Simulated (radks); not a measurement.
Results of a calculation; reference values are marked as such.
Neutral thulium, configuration [Xe] 4f13 6s1 6p1 (not the ground configuration). Code: a radial shooting solver on a logarithmic mesh with Libxc functionals. Model: Dirac Kohn-Sham, BLYP, spin-unpolarised, spherical densities, point nucleus; open shells fill j = l - 1/2 first.

X-ray form factor f0, the Fourier transform of the density (f0(0) = 69):

sin(theta)/lambda (1/angstrom)  f0 (electrons)
0.05                                    67.600
0.1                                     64.743
0.15                                    61.561
0.2                                     58.184
0.25                                    54.697
0.3                                     51.249
0.4                                     44.927
0.5                                     39.598
0.6                                     35.138
0.8                                     28.113
1                                       23.052
1.25                                    18.909
1.5                                     16.332
2                                       12.840
